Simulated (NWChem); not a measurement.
Species: CF₂, singlet; SMILES F[C]F

Results from NWChem. Low-valent species are run as closed-shell singlets; no triplet was tried in these runs. Coordinates come from a PBE0/def2-SVP optimisation. Ions are spin-unrestricted doublets at the neutral geometry; other ion states weren't tried.

For level PBE/def2-SVP:

- vertical ionisation energy, ΔSCF (eV): 11.51
- −ε(HOMO) (eV): 6.67

### Question
How do the values read with level PBE0/def2-SVP instead?

### Answer
- vertical ionisation energy, ΔSCF (eV) = 11.82
- −ε(HOMO) (eV) = 8.46
